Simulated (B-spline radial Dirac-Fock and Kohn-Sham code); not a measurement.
Elastic electron scattering at 1.5 keV, Cs to Yb

Model: relativistic (Dirac) partial waves in the static field of the Dirac-Fock atom with Furness-McCarthy exchange, without polarisation or absorption potentials. Program: a B-spline atomic structure program. σ_tr1 and σ_tr2 weight the cross section with 1 − P₁ and 1 − P₂ of cos θ; "backward" is the share scattered beyond 90°.

```
 Z  element  σ (a₀²)  σ_tr1 (a₀²)  σ_tr2 (a₀²)  backward (%)  dσ/dΩ at 90° (a₀²/sr)
55       Cs     10.2         1.38         1.45           5.2                 0.0675
56       Ba     11.7         1.41         1.49           4.7                 0.0697
57       La     11.9         1.44         1.52           4.7                 0.0718
58       Ce     11.6         1.47         1.52           5.0                 0.0735
59       Pr     10.8         1.48         1.50           5.4                 0.0746
60       Nd     10.5         1.50         1.50           5.7                 0.0754
61       Pm     10.2         1.52         1.50           6.0                 0.0757
62       Sm     9.97         1.53         1.49           6.3                 0.0755
63       Eu     9.72         1.55         1.48           6.6                 0.0748
64       Gd     9.90         1.57         1.50           6.6                 0.0741
65       Tb     9.24         1.57         1.47           7.3                 0.0719
66       Dy     9.02         1.58         1.45           7.6                 0.0696
67       Ho     8.81         1.59         1.44           7.9                 0.0669
68       Er     8.60         1.60         1.43           8.2                 0.0638
69       Tm     8.41         1.61         1.42           8.5                 0.0604
70       Yb     8.22         1.62         1.41           8.8                 0.0566
```

Values without a named source are computed, but for edge energies of neutral atoms, which are taken from tables.
